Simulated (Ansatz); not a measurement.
Compare A (`C[Si](N)(S)Cl`) with its isomer B (`NC(S)[SiH2]Cl`).

Calculated with Ansatz (gas phase, PBE0-D4/def2-TZVP geometries, no zero-point term in ΔE). CCSD(T)/CBS is the MP2 limit (def2-TZVPP, def2-QZVPP) plus CCSD(T) − MP2 in def2-TZVPP, frozen cores. Functionals use def2-TZVPP. B3LYP here is the variant with VWN-RPA as its local correlation; programs differ in this. Each species was taken in one conformer, which may not be the lowest.

A:

Z-matrix (Å, degrees):
```
C
Si 1 1.852
H 1 1.092 2 110.5
H 1 1.093 2 110.6 3 -120.3
H 1 1.091 2 110.2 3 120.2
N 2 1.702 1 109.1 3 60.9
S 2 2.130 1 115.2 3 -61.2
Cl 2 2.073 1 107.3 3 -174.4
H 6 1.008 2 119.7 1 -173.7
H 6 1.008 2 120.0 1 41.5
H 7 1.345 2 93.2 1 69.2
```

B:

Z-matrix (Å, degrees):
```
C
S 1 1.805
Si 1 1.897 2 105.4
N 1 1.453 2 111.5 3 -126.8
H 1 1.095 2 107.9 3 114.1
H 2 1.345 1 97.1 3 -165.8
Cl 3 2.063 1 106.7 2 -171.1
H 3 1.483 1 110.4 2 -54.4
H 3 1.481 1 112.8 2 70.9
H 4 1.014 1 110.4 2 55.4
H 4 1.015 1 110.5 2 174.7
```

Which isomer does CCSD(T)/CBS put lower? Give the gap. (Best estimate.)

Ansatz gave: A, by 275.4 kJ/mol.

Give E(B) − E(A) in kJ/mol with CCSD/def2-TZVPP, r2SCAN-D4, B3LYP-D4, CCSD(T)/def2-TZVPP, ωB97M-V, HF/def2-TZVPP, PBE0-D4. (Estimate.)

Computed: CCSD/def2-TZVPP 273.7, r2SCAN-D4 279.4, B3LYP-D4 271.6, CCSD(T)/def2-TZVPP 271.6, ωB97M-V 276.3, HF/def2-TZVPP 279.5, PBE0-D4 271.4. None reverses the order clearly.

Largest T1 diagnostic: 0.011.

From PBE to PBE0 (25 % exact exchange), in def2-TZVPP and without D4, E(B) − E(A) moves by +9.1 kJ/mol.
